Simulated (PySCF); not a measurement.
**Telling isomers of C6H7FO apart by NMR**

One conformer, isolated molecule, relativity neglected, one averaged value for each set of equivalent atoms. GIAO PBE0/pcSseg-1 shieldings; J couplings at B3LYP/pcJ-1 (spin–dipole term left out of most H,H and C,H couplings); geometry: GFN2-xTB; PySCF 2.14.0 with density-fitted response routines.

Shifts are taken against calculated references (same method and geometry level): 1H, 13C vs TMS. Multiplet labels drop J under 1 Hz and among equivalent protons, and merge close values. Unscaled 3J(H,H) run several per cent high. Splittings of carbon signals by F and P are missing where no couplings were computed. Where no couplings were computed, multiplicities follow the n + 1 count of equivalent neighbours, and m marks all less simple cases (inequivalent or close neighbours, rings, F or P nearby). Vicinal couplings that depend on rotamer populations or ring flexing (ring, CH–CH, X–H and H–F types) are those of the one conformer. One-bond C–F couplings are unscaled and too large by tens of Hz. Shifts are as computed. Against solution values, carbons near 30 ppm lie about +3 ppm off and those near 130 ppm about +5 ppm. Of 1313 compounds with measured shifts, 239 miss one by over three times the rms of a fit or turn the order of signals round; such compounds aren't used in these exercises.

(1) Tabulate the signals of `C=C/C(=C/C)C(=O)F`, `FC/C=C1\C=CCO1`, `C=CC(=C)O/C=C\F`, `C=C/C=C(\C)C(=O)F`, `C=CO/C=C(/F)C=C` and their relative energies.

(2) What is the quickest way to tell C=CC(=C)O/C=C\F from C=C/C=C(\C)C(=O)F?

(3) What is the quickest way to tell FC/C=C1\C=CCO1 from C=CO/C=C(/F)C=C?

(4) What is the quickest way to tell C=C/C(=C/C)C(=O)F from C=C/C=C(\C)C(=O)F?

Answers

(1) 
```json
{"SMILES": "C=C/C(=C/C)C(=O)F", "carbon types": "2×C 2×CH 1×CH2 1×CH3", "δC": "166.1, 159.8, 141.3, 135.3, 128.1, 20.1", "δH": "6.77 (dqd, 1H), 6.52 (d of d of quint, 1H), 5.82 (d of d of quint, 1H), 5.76 (d of d of quint, 1H), 2.39 (dq, 3H)", "E rel. (kcal/mol)": "6.8"}
{"SMILES": "FC/C=C1\\C=CCO1", "carbon types": "1×C 3×CH 2×CH2", "δC": "167.1, 141.2, 133.2, 97.5, 86.5, 79.7", "δH": "7.05 (ddt, 1H), 6.39 (dtq, 1H), 5.69 (m, 2H), 5.14 (tq, 2H), 4.64 (d of quint of d, 1H)", "E rel. (kcal/mol)": "21.1"}
{"SMILES": "C=CC(=C)O/C=C\\F", "carbon types": "1×C 3×CH 2×CH2", "δC": "165.8, 145.8, 139.5, 132.4, 124.7, 94.9", "δH": "6.55 (m, 1H), 6.36 (m, 1H), 6.25 (m, 1H), 6.02 (m, 1H), 5.61 (m, 1H), 4.53 (m, 1H), 4.48 (m, 1H)", "E rel. (kcal/mol)": "46.4"}
{"SMILES": "C=C/C=C(\\C)C(=O)F", "carbon types": "2×C 2×CH 1×CH2 1×CH3", "δC": "166.9, 154.2, 140.8, 137.8, 129.3, 13.6", "δH": "7.62 (m, 1H), 7.04 (m, 1H), 6.10 (m, 1H), 6.09 (m, 1H), 2.16 (s, 3H)", "E rel. (kcal/mol)": "0.0"}
{"SMILES": "C=CO/C=C(/F)C=C", "carbon types": "1×C 3×CH 2×CH2", "δC": "158.6, 157.8, 140.7, 130.7, 118.5, 98.1", "δH": "6.88 (m, 1H), 6.80 (m, 1H), 6.54 (m, 1H), 5.70 (m, 1H), 5.49 (m, 1H), 4.94 (m, 1H), 4.56 (m, 1H)", "E rel. (kcal/mol)": "44.0"}
```

Energies are electronic energies at PBE0/pcSseg-1 on these geometries, without zero-point or thermal terms, each for the one conformer computed, which needn't be the lowest.

(2) Both give the same number of carbon signals, but DEPT or the intensities differ. The first has a β carbon of an enol-ether or enamine type C=C (CH2) at 94.9 ppm, the second an allylic methyl carbon (CH3) at 13.6 ppm. Their most deshielded carbons lie at 165.8 and 166.9 ppm. In the proton spectra the most deshielded non-exchanging signals are 6.55 (m, 1H) and 7.62 (m, 1H).

(3) Both give the same number of carbon signals, with the same numbers of each carbon type, so the positions decide. The first has a β carbon of an enol-ether or enamine type C=C (CH) at 97.5 ppm, the second a terminal =CH2 carbon at 118.5 ppm. Their most deshielded carbons lie at 167.1 and 158.6 ppm.

(4) Both give the same number of carbon signals, with the same numbers of each carbon type, so the positions decide. The first has a terminal =CH2 carbon at 128.1 ppm, the second a terminal =CH2 carbon at 137.8 ppm. Their most deshielded carbons lie at 166.1 and 166.9 ppm. In the proton spectra the most deshielded non-exchanging signals are 6.77 (dqd, J = 11.5, 8.7, 1.1 Hz, 1H) and 7.62 (m, 1H).
